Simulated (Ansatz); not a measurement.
Coupled-cluster run, CH6GaNO (`NC[O][GaH2]`).

```yaml
crystal:
  periodic: [false, false, false]
  atoms:
    - {symbol: N, position_ang: [-0.794926, 1.508867, -0.712440]}
    - {symbol: C, position_ang: [0.086631, 0.388885, -0.796590]}
    - {symbol: O, position_ang: [-0.348021, -0.741906, -0.066852]}
    - {symbol: Ga, position_ang: [0.599469, -1.512804, 1.233538]}
    - {symbol: H, position_ang: [-1.724031, 1.253004, -1.022777]}
    - {symbol: H, position_ang: [-0.870213, 1.841611, 0.240771]}
    - {symbol: H, position_ang: [1.082057, 0.712471, -0.463436]}
    - {symbol: H, position_ang: [0.162178, 0.096044, -1.849437]}
    - {symbol: H, position_ang: [-0.081735, -2.757573, 1.870117]}
    - {symbol: H, position_ang: [1.971692, -0.839699, 1.570008]}
basis:
  gaussian: {orbitals: def2-TZVPP}
correlation: {method: ccsd_t}
output: {orbitals: {seedname: orbitals}}
```

```sh
$ ansatz run in.yaml --threads 4 --pin off --events-out ev --progress --plain --max-ram 10444MiB
```

Output of Ansatz, abridged:

```
Functional definition: HF
1365 factors; integrals over basis functions are off by at most 1.0e-3 eV
mean field evaluation 1: about -56976.1951 eV, gradient 4.4e1 eV
mean field evaluation 2: about -56976.3833 eV, gradient 4.4e1 eV
mean field evaluation 4: about -56980.4966 eV, gradient 4.7e0 eV
mean field evaluation 8: about -56980.5638 eV, gradient 3.7e-1 eV
mean field -56980.56414324 eV, -2093.9971094505 hartree, gradient 1.7e-6 eV, S^2 0.000000; 0 other end points of the search recorded, 0 dependent functions left out
12 core orbitals not correlated: weight in the atoms' cores, before any rotation towards them, 1.000 or more for the frozen orbitals, at most 0.000 for the correlated occupied ones
reference -56980.56414324 eV, -2093.9971094505 hartree; 17, 17 occupied and 196, 196 virtual orbitals, 1365 factors
second order -23.40807295 eV of doubles, -0.00000000 eV of singles
cycle   1  -23.15247302 eV  change    2.6e-1 eV  update   1.2e-1
cycle   2  -23.84567806 eV  change   -6.9e-1 eV  update   3.8e-2
cycle   3  -24.00260601 eV  change   -1.6e-1 eV  update   2.2e-2
cycle   4  -23.98719693 eV  change    1.5e-2 eV  update   6.4e-3
cycle   5  -23.98376464 eV  change    3.4e-3 eV  update   3.9e-3
cycle   6  -23.98584110 eV  change   -2.1e-3 eV  update   1.4e-3
cycle   7  -23.98550006 eV  change    3.4e-4 eV  update   5.7e-4
cycle   8  -23.98534037 eV  change    1.6e-4 eV  update   1.8e-4
cycle   9  -23.98539005 eV  change   -5.0e-5 eV  update   7.3e-5
cycle  10  -23.98543046 eV  change   -4.0e-5 eV  update   2.8e-5
perturbative correction -0.93172148 eV, -0.0342401330 hartree
Total energy: -57005.48129519 eV, -2094.9127978950 hartree
```

Run time 89 s (4 threads of an Arm Neoverse V2 on a shared host); peak host memory 3.8 GiB.

Correlation energy per correlated electron: -0.733 eV. T1 diagnostic: 0.0148.
